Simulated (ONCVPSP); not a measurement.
An all-electron radial function and its pseudo partner (C (Z = 6))

Columns: radius, all-electron u(r) and pseudo u(r) of the 2s shell (level -13.64 eV) of carbon in the configuration [He] 2s2 2p2; LDA (Perdew-Zunger), scalar-relativistic, ONCV scheme, ONCVPSP 4.0.1.

| r (bohr) | all-electron | pseudo |
| --- | --- | --- |
| 0.143 | -0.3518 | 0.1137 |
| 0.285 | -0.1848 | 0.2196 |
| 0.428 | 0.0993 | 0.3372 |
| 0.570 | 0.3604 | 0.4509 |
| 0.713 | 0.5621 | 0.5543 |
| 0.855 | 0.6975 | 0.6668 |
| 0.998 | 0.7769 | 0.7650 |
| 1.140 | 0.8111 | 0.8101 |
| 1.283 | 0.8124 | 0.8124 |
| 1.425 | 0.7905 | 0.7905 |
| 1.568 | 0.7531 | 0.7531 |
| 1.710 | 0.7066 | 0.7066 |
| 1.853 | 0.6548 | 0.6548 |
| 1.995 | 0.6014 | 0.6014 |
| 2.138 | 0.5479 | 0.5479 |
| 2.280 | 0.4964 | 0.4964 |
| 2.423 | 0.4472 | 0.4472 |
| 2.565 | 0.4014 | 0.4014 |
| 2.708 | 0.3588 | 0.3588 |
| 2.850 | 0.3199 | 0.3199 |
| 2.992 | 0.2845 | 0.2845 |
| 3.135 | 0.2523 | 0.2523 |
| 3.278 | 0.2232 | 0.2232 |
| 3.420 | 0.1973 | 0.1973 |
| 3.563 | 0.1739 | 0.1739 |
| 3.705 | 0.1533 | 0.1533 |

Problem. How many radial nodes do the two functions have?

Solution. The all-electron 2s function has n − l − 1 = 1; the pseudo-wave has 0, since the states of the same l below it are removed with the core.

Problem. At about which radius was the pseudo-wave matched?

Solution. 1.35 bohr, where the columns begin to agree (steps of 0.14 bohr).

Problem. Is the pseudo-wave norm-conserving?

Solution. Yes: the ONCV scheme keeps the norm inside the radius equal to the all-electron one, which fixes the energy derivative of the logarithmic derivative at the level.
